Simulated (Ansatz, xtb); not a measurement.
## Two isomers of C4H3BF4

Structure a: `C=C(F)/C(F)=C/B(F)F`, a singlet. Structure b: `FB(F)C1=CCC1(F)F`, a singlet. Both are isolated molecules in the gas phase, relaxed with B3LYP/def2-SVP; the shapes shown needn't be the lowest conformers.

a (Å):

```xyz
12

C     0.8213   -0.1421   -0.1464
C    -0.2561    0.4577   -0.6618
C    -1.6159   -0.0945   -0.6754
C    -2.7042    0.5052   -1.1936
B    -4.1314   -0.0841   -1.2047
F    -0.1691    1.6673   -1.2326
F    -1.6824   -1.2989   -0.1030
F    -4.4358   -1.2663   -0.6952
F    -5.1265    0.6059   -1.7462
H     1.7954    0.3479   -0.1833
H     0.7279   -1.1248    0.3130
H    -2.5287    1.4885   -1.6350
```

b (Å):

```yaml
atoms:
  - { symbol: C, position_ang: [-0.4139, -1.2698, 0.5971] }
  - { symbol: C, position_ang: [-0.0160, -2.4358, 0.0365] }
  - { symbol: C, position_ang: [-1.3741, -2.8355, -0.5118] }
  - { symbol: C, position_ang: [-1.8424, -1.4975, 0.1288] }
  - { symbol: B, position_ang: [0.2965, -0.1521, 1.3946] }
  - { symbol: F, position_ang: [1.5912, -0.2252, 1.6620] }
  - { symbol: F, position_ang: [-0.3581, 0.9072, 1.8344] }
  - { symbol: F, position_ang: [-2.3235, -0.5802, -0.7461] }
  - { symbol: F, position_ang: [-2.7664, -1.6252, 1.1129] }
  - { symbol: H, position_ang: [0.9587, -2.9299, -0.0091] }
  - { symbol: H, position_ang: [-1.8299, -3.7364, -0.0704] }
  - { symbol: H, position_ang: [-1.4633, -2.8713, -1.6094] }
```

Q: Estimate E(b) − E(a) at the level CCSD(T)/def2-SVP + ΔMP2/def2-TZVPP.

A: Calculated at CCSD(T)/def2-SVP + ΔMP2/def2-TZVPP: E(b) − E(a) = +2.8 kcal/mol, so structure a lies lower.

Level by level:

```json
{"level": "GFN2-xTB", "geometry": "GFN2-xTB", "E(b) − E(a) (kcal/mol)": "−2.6", "departure from the last row (kcal/mol)": "−5.4", "job, with rough time for the two": "optimisation, 0.13 s"}
{"level": "HF/STO-3G", "geometry": "GFN2-xTB", "E(b) − E(a) (kcal/mol)": "−14.0", "departure from the last row (kcal/mol)": "−16.8", "job, with rough time for the two": "single point, 0.4 s"}
{"level": "r2SCAN-D4/def2-SVP", "geometry": "GFN2-xTB", "E(b) − E(a) (kcal/mol)": "+5.8", "departure from the last row (kcal/mol)": "+3.0", "job, with rough time for the two": "single point, 3.9 s"}
{"level": "B3LYP/def2-SVP", "geometry": "B3LYP/def2-SVP", "E(b) − E(a) (kcal/mol)": "+7.0", "departure from the last row (kcal/mol)": "+4.2", "job, with rough time for the two": "optimisation, 29 s"}
{"level": "HF/def2-SVP", "geometry": "B3LYP/def2-SVP", "E(b) − E(a) (kcal/mol)": "+2.9", "departure from the last row (kcal/mol)": "+0.1", "job, with rough time for the two": "part of the CCSD(T) run"}
{"level": "MP2/def2-SVP", "geometry": "B3LYP/def2-SVP", "E(b) − E(a) (kcal/mol)": "+1.4", "departure from the last row (kcal/mol)": "−1.4", "job, with rough time for the two": "part of the CCSD(T) run"}
{"level": "CCSD(T)/def2-SVP", "geometry": "B3LYP/def2-SVP", "E(b) − E(a) (kcal/mol)": "+2.9", "departure from the last row (kcal/mol)": "+0.1", "job, with rough time for the two": "single point"}
{"level": "CCSD(T)/def2-SVP + ΔMP2/def2-TZVPP", "geometry": "B3LYP/def2-SVP", "E(b) − E(a) (kcal/mol)": "+2.8", "departure from the last row (kcal/mol)": "", "job, with rough time for the two": "single point, 1.9 min"}
```

As drawn, b has 2 C–C in place of 1 C=C. Structure a has no ring, b a 4-membered ring.

GFN2-xTB, HF/STO-3G put the two in the other order. The largest departure from CCSD(T)/def2-SVP + ΔMP2/def2-TZVPP is that of HF/STO-3G, 16.8 kcal/mol. The last row adds to CCSD(T) the change of the MP2 difference between the two basis sets, here −0.1 kcal/mol.

With thermal terms from frequencies at re-optimised GFN2-xTB minima (ideal gas, soft modes damped towards free rotors, one conformer each, 298.15 K, 1 atm): on the last row, ΔE + ΔZPE = +3.6, ΔH = +3.2, ΔG = +4.3 kcal/mol.

The correlated steps freeze 9 core orbitals. Codes used: Ansatz 0.2.0, xtb 6.7.1; the last row on 4 threads of Arm Neoverse V1 on a shared host.
